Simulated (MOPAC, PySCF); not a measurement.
C₉H₉NSi, SMILES `c1c2c(nccc2)ccc1[SiH3]`, neutral singlet in the gas phase. 

Cartesian coordinates (Å):
SMILES: [SiH3]c1ccc2ncccc2c1
```xyz
20

Si    -3.4767     0.6222     0.2407
C     -1.6927     0.0096     0.1695
C     -1.3988    -1.3895     0.2634
C     -0.0974    -1.8601     0.2131
C      0.9971    -0.9574     0.0652
N      2.2659    -1.4623     0.0199
C      3.2673    -0.6067    -0.1178
C      3.1076     0.8049    -0.2218
C      1.8282     1.3335    -0.1777
C      0.7181     0.4545    -0.0307
C     -0.6329     0.9045     0.0247
H     -4.1272     0.2213     1.5385
H     -3.4895     2.1214     0.1219
H     -4.2900     0.0285    -0.8792
H     -2.2244    -2.1107     0.3781
H      0.1386    -2.9319     0.2842
H      4.2843    -1.0399    -0.1519
H      3.9910     1.4509    -0.3344
H      1.6538     2.4187    -0.2541
H     -0.8222     1.9883    -0.0506
```
Charge 0, spin multiplicity 1.

All levels are single points at this geometry (PBE-D3(BJ)/def2-SVP); Pople sets use spherical d functions. Orbital energies aren't observables, and empty levels follow the basis.

| level | HOMO (eV) | LUMO (eV) | gap (eV) | dipole (D) | vertical IE, Delta-SCF (eV) |
|---|---|---|---|---|---|
| PBE-D3(BJ)/def2-TZVP in PySCF | -6.02 | -2.65 | 3.36 | 1.71 | 8.38 |
| B3LYP/6-311+G** in PySCF | -6.73 | -2.01 | 4.72 | 1.91 | – |
| B3LYP/LANL2DZ in PySCF | -6.62 | -1.79 | 4.84 | 2.12 | – |
| BP86/6-31G* in PySCF | -5.82 | -2.39 | 3.42 | 1.65 | – |
| PBE/6-31G* in PySCF | -5.70 | -2.30 | 3.40 | 1.65 | 8.17 |
| PM7 in MOPAC | -9.29 | -0.86 | 8.43 | 2.32 | – |
